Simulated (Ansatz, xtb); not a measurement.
Ranking isomers of C5H8FN

5 gas-phase structures of C5H8FN, from a drawn sample of its isomers (lower ones may exist). Each was relaxed with GFN2-xTB; where two conformers were screened, the lower at r2SCAN-D4/def2-SVP is listed:

A. `[H]/N=C(\C)CC(=C)F`, a singlet
B. `[H]/N=C(/C)CC(=C)F`, a singlet
C. `C=C(F)/C=C(\C)N`, a singlet
D. `C=C(F)/C=C(/C)N`, a singlet
E. `C=C(N)CC(=C)F`, a singlet

Estimate their order in r2SCAN-D4/def2-SVP energy at these geometries, lowest first.

Calculated order at r2SCAN-D4/def2-SVP: D (0.0), C (3.2), A (9.0), B (10.0), E (10.7) kcal/mol. Less than 1 kcal/mol parts A and B; B and E, so the order within those pairs means little.

Energies above the lowest of each column, in kcal/mol; the last columns are at PBE0-D3(BJ)/def2-SVP geometries and were run for some of them only (a dash: not run or not comparable):

| structure | GFN2-xTB | HF/STO-3G | r2SCAN-D4/def2-SVP | PBE0-D3(BJ)/def2-SVP | CCSD(T)/def2-SVP + ΔMP2/def2-TZVPP |
| --- | --- | --- | --- | --- | --- |
| D | 0.0 | 5.2 | 0.0 | 0.0 | 0.0 |
| C | 1.5 | 7.5 | 3.2 | 3.5 | 3.4 |
| A | 4.2 | 0.0 | 9.0 | 7.1 | 1.9 |
| B | 4.1 | 0.9 | 10.0 | – | – |
| E | 8.2 | 11.2 | 10.7 | 9.0 | 5.7 |

CCSD(T)/def2-SVP + ΔMP2/def2-TZVPP puts D lowest of those it was run on; HF/STO-3G picks A. CCSD(T)/def2-SVP + ΔMP2/def2-TZVPP orders those it was run on as D (0.0), A (1.9), C (3.4), E (5.7) kcal/mol. Flexible structures stand in one conformer each, not always the lowest. Frequencies (GFN2-xTB) were run for A, C, D, E alone. ΔMP2 is the change of the MP2 energy from the smaller to the larger basis.

Over these structures GFN2-xTB departs from r2SCAN-D4/def2-SVP by 1.9 kcal/mol on average once a common shift is removed. A GFN2-xTB relaxation took about 0.36 s and the r2SCAN-D4/def2-SVP energy about 6.6 s on a shared host (Ansatz 0.2.0, xtb 6.7.1).
